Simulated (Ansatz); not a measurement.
Steps of a relaxation of BFH$_{2}$OSi, SMILES `FB1O[SiH2]1` with RKS PBE-D4/def2-SVP.

```sh
$ ansatz run in.yaml --threads 2 --pin off --events-out ev --progress --plain --max-ram 4352MiB
```

```yaml
crystal:
  periodic: [false, false, false]
  atoms:
    - {symbol: F, position_ang: [0.284400, -2.439100, 0.597600]}
    - {symbol: B, position_ang: [0.262800, -0.954800, 0.653500]}
    - {symbol: O, position_ang: [1.003000, 0.290100, 0.479500]}
    - {symbol: Si, position_ang: [-0.286200, 0.662000, -0.356200]}
    - {symbol: H, position_ang: [-0.052700, 0.730100, -1.806000]}
    - {symbol: H, position_ang: [-1.169300, 1.647600, 0.385500]}
basis:
  gaussian: {orbitals: def2-SVP}
hamiltonian: {xc: pbe, dispersion: d4}
relax: {f_tol: 0.03, max_steps: 200}
```

Positions (Å) and forces (eV/Å) along the path, 8 of 8 steps:

```xyz
6
step=1 energy=-13333.7251 eV
F     0.284   -2.439    0.598    1.150    4.376    1.040
B     0.263   -0.955    0.653   -1.222   -0.653   -2.940
O     1.003    0.290    0.479    5.563   -4.251    4.114
Si   -0.286    0.662   -0.356   -5.739   -0.220   -1.084
H    -0.053    0.730   -1.806   -0.005    0.529   -0.515
H    -1.169    1.648    0.386    0.252    0.219   -0.615
6
step=2 energy=-13335.1341 eV
F     0.423   -2.410    0.731   -0.381    3.864   -0.098
B     0.167   -1.008    0.520    1.172   -1.640   -0.514
O     0.998    0.150    0.511    1.965   -2.822    1.917
Si   -0.340    0.628   -0.341   -2.853    0.419   -1.066
H    -0.075    0.850   -1.799   -0.034    0.226   -0.006
H    -1.131    1.726    0.332    0.130   -0.046   -0.233
6
step=3 energy=-13335.7436 eV
F     0.430   -2.292    0.819   -0.473    0.584   -0.152
B     0.166   -1.036    0.439    1.083   -0.688    0.380
O     1.044    0.017    0.522    0.209   -0.377    0.311
Si   -0.365    0.594   -0.342   -0.926    0.529   -0.866
H    -0.093    0.948   -1.789    0.021   -0.023    0.224
H    -1.140    1.706    0.304    0.085   -0.025    0.103
6
step=4 energy=-13335.8075 eV
F     0.405   -2.278    0.857   -0.255    0.013   -0.107
B     0.202   -1.048    0.411    0.608    0.083    0.329
O     1.047    0.017    0.522   -0.002   -0.224    0.032
Si   -0.390    0.582   -0.370   -0.404    0.149   -0.344
H    -0.088    0.974   -1.789    0.028    0.023    0.047
H    -1.133    1.689    0.322    0.025   -0.044    0.043
6
step=5 energy=-13335.8160 eV
F     0.333   -2.269    0.884    0.148    0.021    0.088
B     0.266   -1.023    0.448   -0.805   -0.746   -0.304
O     1.077    0.018    0.473    0.899    0.646    0.325
Si   -0.421    0.549   -0.406   -0.268    0.072   -0.136
H    -0.071    1.028   -1.786   -0.013   -0.054    0.013
H    -1.143    1.632    0.341    0.039    0.061    0.014
6
step=6 energy=-13335.8379 eV
F     0.360   -2.275    0.872   -0.018    0.007   -0.016
B     0.248   -1.035    0.428    0.072    0.002    0.041
O     1.070    0.026    0.505   -0.097   -0.048   -0.030
Si   -0.432    0.553   -0.400    0.097    0.103    0.019
H    -0.075    1.006   -1.787   -0.035   -0.028    0.002
H    -1.129    1.662    0.336   -0.019   -0.037   -0.016
6
step=7 energy=-13335.8390 eV
F     0.356   -2.276    0.868    0.013   -0.019    0.012
B     0.248   -1.035    0.429   -0.021    0.056   -0.026
O     1.072    0.026    0.508    0.020   -0.022    0.018
Si   -0.419    0.562   -0.396   -0.015   -0.034    0.002
H    -0.081    0.999   -1.790    0.005    0.007   -0.013
H    -1.134    1.659    0.335   -0.003    0.011    0.007
6
step=8 energy=-13335.8391 eV
F     0.357   -2.276    0.868    0.000   -0.002    0.001
B     0.247   -1.034    0.429    0.000    0.010   -0.003
O     1.072    0.025    0.508    0.000   -0.004    0.002
Si   -0.421    0.560   -0.396    0.001   -0.004    0.001
H    -0.081    1.000   -1.790    0.000    0.000   -0.003
H    -1.133    1.660    0.335   -0.001    0.000    0.002
```

Hardware: 2 threads of an Arm Neoverse N1 on a shared host. Wall time 15 s, peak host memory 0.15 GiB.
